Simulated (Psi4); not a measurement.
Conformational energy of CH₈O₂Si₂, SMILES CO[SiH2][SiH2]O, singlet. Scanned: dihedral C1–O2–Si3–Si4; all other coordinates were relaxed at GFN2-xTB. Points at φ and −φ are mirror images. Heavy atoms are numbered in the order of the SMILES CO[SiH2][SiH2]O, hydrogens after them in the order of the atoms that carry them; the mirror image has the same energies with the sign of each dihedral reversed.

- PBE/def2-TZVP // GFN2-xTB (Psi4)
- PBE-D3(BJ)/def2-TZVP // GFN2-xTB (Psi4)
- B3LYP-D3(BJ)/def2-TZVP // GFN2-xTB (Psi4)
- MP2/cc-pVTZ = Psi4 with DF-MP2 (frozen core)/cc-pVTZ // GFN2-xTB

Energies relative to the lowest point of each profile, in kJ/mol; the last columns give the difference from MP2:

| φ / ° | PBE/def2-TZVP | PBE-D3(BJ)/def2-TZVP | B3LYP-D3(BJ)/def2-TZVP | MP2/cc-pVTZ | PBE/def2-TZVP − MP2/cc-pVTZ | PBE-D3(BJ)/def2-TZVP − MP2/cc-pVTZ | B3LYP-D3(BJ)/def2-TZVP − MP2/cc-pVTZ |
|---|---|---|---|---|---|---|---|
| -165 | 0.3 | 0.3 | 0.4 | 0.6 | -0.2 | -0.2 | -0.2 |
| -150 | 1.4 | 1.5 | 1.5 | 2.1 | -0.7 | -0.6 | -0.7 |
| -135 | 2.7 | 2.8 | 2.7 | 4.0 | -1.2 | -1.1 | -1.2 |
| -120 | 3.6 | 3.7 | 3.6 | 5.3 | -1.7 | -1.6 | -1.7 |
| -105 | 3.3 | 3.4 | 3.4 | 5.1 | -1.8 | -1.7 | -1.7 |
| -90 | 2.6 | 2.5 | 2.8 | 4.3 | -1.7 | -1.8 | -1.5 |
| -75 | 2.2 | 1.8 | 2.4 | 3.6 | -1.4 | -1.8 | -1.2 |
| -60 | 2.5 | 1.7 | 2.3 | 3.5 | -1.0 | -1.8 | -1.2 |
| -45 | 3.2 | 2.3 | 2.8 | 4.1 | -0.9 | -1.8 | -1.3 |
| -30 | 4.3 | 3.2 | 3.5 | 5.1 | -0.8 | -1.9 | -1.5 |
| -15 | 5.4 | 4.3 | 4.4 | 6.2 | -0.8 | -1.9 | -1.8 |
| 0 | 6.0 | 4.9 | 4.8 | 6.8 | -0.8 | -1.8 | -1.9 |
| 15 | 5.4 | 4.3 | 4.4 | 6.2 | -0.8 | -1.9 | -1.8 |
| 30 | 4.3 | 3.2 | 3.5 | 5.1 | -0.8 | -1.9 | -1.5 |
| 45 | 3.2 | 2.3 | 2.8 | 4.1 | -0.9 | -1.8 | -1.3 |
| 60 | 2.5 | 1.7 | 2.3 | 3.5 | -1.0 | -1.8 | -1.2 |
| 75 | 2.2 | 1.8 | 2.4 | 3.6 | -1.4 | -1.8 | -1.2 |
| 90 | 2.6 | 2.5 | 2.8 | 4.3 | -1.7 | -1.8 | -1.5 |
| 105 | 3.3 | 3.4 | 3.4 | 5.1 | -1.8 | -1.7 | -1.7 |
| 120 | 3.6 | 3.7 | 3.6 | 5.3 | -1.7 | -1.6 | -1.7 |
| 135 | 2.7 | 2.8 | 2.7 | 4.0 | -1.2 | -1.1 | -1.2 |
| 150 | 1.4 | 1.5 | 1.5 | 2.1 | -0.7 | -0.6 | -0.7 |
| 165 | 0.3 | 0.3 | 0.4 | 0.6 | -0.2 | -0.2 | -0.2 |
| 180 | 0.0 | 0.0 | 0.0 | 0.0 | 0.0 | 0.0 | 0.0 |

PBE/def2-TZVP is furthest from MP2/cc-pVTZ at -105 (-1.8 kJ/mol, below); its mean absolute difference over the points is 1.0 kJ/mol.

PBE-D3(BJ)/def2-TZVP is furthest from MP2/cc-pVTZ at -15 (-1.9 kJ/mol, below); its mean absolute difference over the points is 1.4 kJ/mol.

B3LYP-D3(BJ)/def2-TZVP is furthest from MP2/cc-pVTZ at 0 (-1.9 kJ/mol, below); its mean absolute difference over the points is 1.2 kJ/mol.
